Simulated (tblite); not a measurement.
Compound: C₅H₇FNP.
Numbering: `[CH:1]#[C:2]/[P:3]=[C:4](\[F:5])[N:6]([CH3:7])[CH3:8]` (hydrogens: H9 on C1; H10, H11, H12 on C7; H13, H14, H15 on C8)

All values are computed: GFN2-xTB (tblite) harmonic vibrations without scaling, gas phase. Errors from tens to a few hundred cm⁻¹ against measured bands are possible.

Harmonic wavenumbers (cm⁻¹): 71.4, 78.2, 90.7, 119.2, 129.6, 204.7, 226.5, 280.7, 311.7, 350.0, 433.3, 442.0, 458.8, 614.3, 645.7, 687.7, 707.6, 952.5, 1052.8, 1086.5, 1110.8, 1146.7, 1200.7, 1281.1, 1402.9, 1412.9, 1443.3, 1458.3, 1466.8, 1479.1, 1493.9, 2173.9, 2915.1, 2922.5, 2978.2, 2992.8, 3029.9, 3051.5, 3372.3.

A = 3699, B = 1105, C = 862.8 MHz; mass 131.030 u (most abundant isotopes); point group C1, symmetry number 1.

Problem. Zero-point energy?

Solution. Half the sum of the wavenumbers: 23638 cm⁻¹ = 67.58 kcal/mol.

Problem. Give the ideal-gas entropy at 200 K and 1 bar in the rigid-rotor, harmonic-oscillator model (classical rotation).

Solution. Translation 38.57, rotation 27.71, vibration 20.29: S = 86.6 cal/(mol K).

Problem. And Cp and H(200 K) − H(0)?

Solution. Cp = 29.34 cal/(mol K), of which vibrations give 21.39 (their classical limit is 39 R = 77.5); H(200 K) − H(0) = 3.85 kcal/mol without the zero-point energy, 2.26 from vibrations.

Problem. Which modes carry the vibrational entropy at 200 K?

Solution. 71.4 cm⁻¹: 3.33; 78.2 cm⁻¹: 3.16; 90.7 cm⁻¹: 2.87; 119.2 cm⁻¹: 2.35; 129.6 cm⁻¹: 2.20; 204.7 cm⁻¹: 1.39 cal/(mol K); the other 33 give 4.99 together.

Problem. How do the functions run with temperature in this model?

Solution. 
```json
{"T (K)": "150", "S (cal/(mol K))": "78.7", "Cp (cal/(mol K))": "25.1", "H − H(0) (kcal/mol)": "2.49", "G − H(0) (kcal/mol)": "-9.33", "ln q(vib)": "3.09"}
{"T (K)": "250", "S (cal/(mol K))": "93.5", "Cp (cal/(mol K))": "33.1", "H − H(0) (kcal/mol)": "5.41", "G − H(0) (kcal/mol)": "-17.97", "ln q(vib)": "5.93"}
{"T (K)": "298.15", "S (cal/(mol K))": "99.7", "Cp (cal/(mol K))": "36.5", "H − H(0) (kcal/mol)": "7.09", "G − H(0) (kcal/mol)": "-22.62", "ln q(vib)": "7.23"}
{"T (K)": "400", "S (cal/(mol K))": "111.3", "Cp (cal/(mol K))": "43.2", "H − H(0) (kcal/mol)": "11.16", "G − H(0) (kcal/mol)": "-33.38", "ln q(vib)": "9.87"}
{"T (K)": "600", "S (cal/(mol K))": "130.9", "Cp (cal/(mol K))": "53.5", "H − H(0) (kcal/mol)": "20.89", "G − H(0) (kcal/mol)": "-57.67", "ln q(vib)": "14.62"}
{"T (K)": "900", "S (cal/(mol K))": "154.7", "Cp (cal/(mol K))": "63.8", "H − H(0) (kcal/mol)": "38.61", "G − H(0) (kcal/mol)": "-100.66", "ln q(vib)": "20.91"}
```

q(vib) and H(0) count from the zero-point level.

Hindered rotation and anharmonicity are outside this model. The structure is chiral; the term R ln 2 for an equal mix with its mirror image is left out.

The run took 0.48 s of wall time on Arm Neoverse V1, one thread, shared host with 32 logical CPUs at a one-minute load of 15. The figure is for the frequency step alone.

Conformer computed: `[CH:1]#[C:2]/[P:3]=[C:4](\[F:5])[N:6]([CH3:7])[CH3:8]`: P3–C4–N6–C7 0°.
